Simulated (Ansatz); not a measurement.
Start from `CN[SiH](C)N` and change one atom or group to get `C[SiH](N)O`.

Ansatz, PBE0-D4/def2-TZVP geometries, multiplicity 1. Each molecule was computed in one conformer, which needn't be the lowest.

```csv
property,`CN[SiH](C)N`
LUMO energy (PBE0/def2-TZVPP) / eV,1.00
LUMO energy (B3LYP/def2-TZVPP) / eV,0.66
LUMO energy (ωB97M-V/def2-TZVPP) / eV,2.37
HOMO energy (PBE0/def2-TZVPP) / eV,-6.50
HOMO energy (ωB97M-V/def2-TZVPP) / eV,-8.85
LUMO energy (PBE/def2-TZVPP) / eV,0.19
```

**Question.** Give the same properties after the change, and the shifts. (Estimate.)

**Answer.** The calculation gave: 
```json
{"property": "LUMO energy (PBE0/def2-TZVPP) / eV", "`C[SiH](N)O`": "0.87", "shift": "-0.13"}
{"property": "LUMO energy (B3LYP/def2-TZVPP) / eV", "`C[SiH](N)O`": "0.51", "shift": "-0.15"}
{"property": "LUMO energy (ωB97M-V/def2-TZVPP) / eV", "`C[SiH](N)O`": "2.26", "shift": "-0.11"}
{"property": "HOMO energy (PBE0/def2-TZVPP) / eV", "`C[SiH](N)O`": "-7.44", "shift": "-0.94"}
{"property": "HOMO energy (ωB97M-V/def2-TZVPP) / eV", "`C[SiH](N)O`": "-9.83", "shift": "-0.98"}
{"property": "LUMO energy (PBE/def2-TZVPP) / eV", "`C[SiH](N)O`": "0.05", "shift": "-0.14"}
```

With PBE0 the HOMO falls by 0.94 eV and the LUMO falls by 0.13 eV, so the gap widens by about 0.81 eV. PBE moves the HOMO by -0.86 eV and ωB97M-V by -0.98 eV.

B3LYP here is the variant with VWN-RPA as its local correlation; programs differ in this.
